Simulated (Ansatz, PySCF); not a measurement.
Molecule: sum formula SiBr3Cl, charge 0, multiplicity 1. 
Geometry from a B3LYP-D3(BJ)/def2-TZVP (Ansatz, a program for electronic structure) optimisation:
```xyz
5

Cl     0.0578    -0.1187     2.3412
Si     0.0076    -0.0155     0.3060
Br    -1.1990    -1.6888    -0.4772
Br     2.0651    -0.1502    -0.4798
Br    -0.8972     1.9028    -0.3026
```
Charge 0, spin multiplicity 1.

Total electronic energies in hartree. Valence correlation only, unless marked. No spin-orbit coupling. The frozen core is the preceding noble-gas configuration, with the filled d and f shells of earlier blocks. No relativistic terms. CBS(X,Y): correlation extrapolated as X^-3; Hartree-Fock from the larger set. [CCSD(T)-MP2]/basis is that difference in the basis named.

```json
[
 {"level": "HF/STO-3G", "program": "Ansatz", "energy (Eh)": "-8374.38289"},
 {"level": "HF-D3(BJ)/def2-TZVPD", "program": "PySCF + dftd3", "energy (Eh)": "-8465.97515"},
 {"level": "PBE/def2-TZVPD", "program": "Ansatz", "energy (Eh)": "-8470.89326"},
 {"level": "PBE0/6-31G*", "program": "Ansatz", "energy (Eh)": "-8470.25322"},
 {"level": "PBE0-D4/def2-TZVPD", "program": "Ansatz + dftd4", "energy (Eh)": "-8471.23494"},
 {"level": "BHLYP/def2-TZVPD", "program": "Ansatz", "energy (Eh)": "-8472.35855"},
 {"level": "r2SCANh-D4/def2-TZVPD", "program": "Ansatz + dftd4", "energy (Eh)": "-8472.28958"},
 {"level": "M06-2X/def2-TZVPD", "program": "PySCF", "energy (Eh)": "-8472.46922"},
 {"level": "HSE06-D3(BJ)/def2-TZVPD", "program": "Ansatz + dftd3", "energy (Eh)": "-8471.23392"},
 {"level": "LC-wPBE-D4/def2-TZVPD", "program": "Ansatz + dftd4", "energy (Eh)": "-8471.11216"},
 {"level": "B2PLYP/def2-TZVPD", "program": "Ansatz", "energy (Eh)": "-8470.88378"},
 {"level": "PBE-QIDH/def2-TZVPD", "program": "Ansatz", "energy (Eh)": "-8470.01008"},
 {"level": "RI-MP2/def2-QZVPP", "program": "Ansatz", "energy (Eh)": "-8466.94135"},
 {"level": "RI-MP2/CBS(def2-TZVPP,def2-QZVPP)+[CCSD(T)-MP2]/def2-TZVPP", "program": "Ansatz", "energy (Eh)": "-8467.0928"},
 {"level": "RI-MP2/CBS(def2-TZVPPD,def2-QZVPPD)+[CCSD(T)-MP2]/def2-TZVPPD", "program": "Ansatz", "energy (Eh)": "-8467.0925"}
]
```

Totals of different functionals don't rank their quality; only differences between species are comparable.
